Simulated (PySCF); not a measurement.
SbF₃, SMILES [F][Sb]([F])[F]. Atoms are numbered in the order given.

```xyz
4

Sb     0.0000     0.0000     0.3482
F      1.4236    -0.8219    -0.6577
F     -1.4236    -0.8219    -0.6577
F      0.0000     1.6438    -0.6577
```

Coordinates come from a B3LYP-D3(BJ)/def2-SVP optimisation. The isomer is the one that the SMILES or the coordinates give; other isomers of the formula were not compared. The def2 effective core potentials stand for the cores of Sb; spin–orbit coupling is left out.

The numbers are results of HF/def2-TZVPD (PySCF), not measurements.

Mulliken values depend strongly on the basis, most of all with diffuse functions as here. ESP charges are fitted to the potential on shells at 1.4 to 2.0 van der Waals radii. Atomic charges (e):

```csv
atom,Mulliken,ESP fit
Sb1,1.94,___
F2,-0.65,___
F3,-0.65,___
F4,-0.65,___
```

### Question
Fill in the missing entries. (The exact figures need the calculation; the answer reports its results.)

### Answer

- Sb1, ESP fit: 0.91
- F2, ESP fit: -0.30
- F3, ESP fit: -0.30
- F4, ESP fit: -0.30
